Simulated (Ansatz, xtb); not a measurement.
# C2H8N2OSi: 3 structures ranked

3 gas-phase structures of C2H8N2OSi, from a drawn sample of its isomers (lower ones may exist). Each was relaxed with GFN2-xTB; where two conformers were screened, the lower at r2SCAN-D4/def2-SVP is listed:

A. `O[SiH]1NCCN1`, a singlet
B. `C=CO[SiH](N)N`, a singlet
C. `CN[SiH2]NC=O`, a singlet

Q: Make a reasoned guess at their ranking by r2SCAN-D4/def2-SVP single-point energy.

A: Calculated order at r2SCAN-D4/def2-SVP: A (0.0), B (6.7), C (19.0) kcal/mol.

Energies above the lowest of each column, in kcal/mol; the last columns are at PBE0-D3(BJ)/def2-SVP geometries (a dash: not run or not comparable):

```
structure  GFN2-xTB  HF/STO-3G  r2SCAN-D4/def2-SVP  PBE0-D3(BJ)/def2-SVP  CCSD(T)/def2-SVP + ΔMP2/def2-TZVPP
        A       0.0        0.0                 0.0                   0.0                                 0.0
        B      25.9       33.0                 6.7                  12.0                                 7.2
        C      27.3       30.4                19.0                  22.5                                   –
```

Every level run on A puts it lowest or level with the lowest. Some further structures that were screened fall inside this span and aren't listed. Flexible structures stand in one conformer each, not always the lowest. Frequencies (GFN2-xTB) were run for A, B alone. ΔMP2 is the change of the MP2 energy from the smaller to the larger basis.

Programs: Ansatz 0.2.0, xtb 6.7.1.
